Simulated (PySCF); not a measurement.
# H2K2S2: core ionisation energies

Compound: (KSH)2 ring, H₂K₂S₂.
Bonds: K1–S2, K1–S4, S2–K3, K3–S4. Hydrogens: H5 on S2; H6 on S4.

Computed, not measured: delta-SCF UKS SCAN, pcX-2 on the ionised atom, pcseg-1 elsewhere, spin-free X2C (PySCF 2.14.0). Each binding energy is the total energy of the core-ionised species, with the hole localised on one atom, minus that of the ground state; both are solved self-consistently, so orbital relaxation is included.

Q: Give the core binding energies atom by atom.

A: 
| atom(s) | bonded to | level | binding energy (eV) | count |
| --- | --- | --- | --- | --- |
| S2/S4 | H and 2 K | S 1s | 2474.30 | 2 |

Q: What is the longest wavelength that can ionise S 1s of S2/S4 vertically?

A: λ = hc/E = 12398.42 eV Å / 2474.30 eV = 5.011 Å.

Topologically equivalent atoms share the value of their first member; where this conformer doesn't relate them by symmetry, their own values could differ. Not every level is listed. No level of potassium is listed. Geometry: PBE0-D3(BJ)/def2-SVP, one conformer, isolated molecule.

The run took 6.3 s wall on one thread of an x86-64 server, on a shared host.
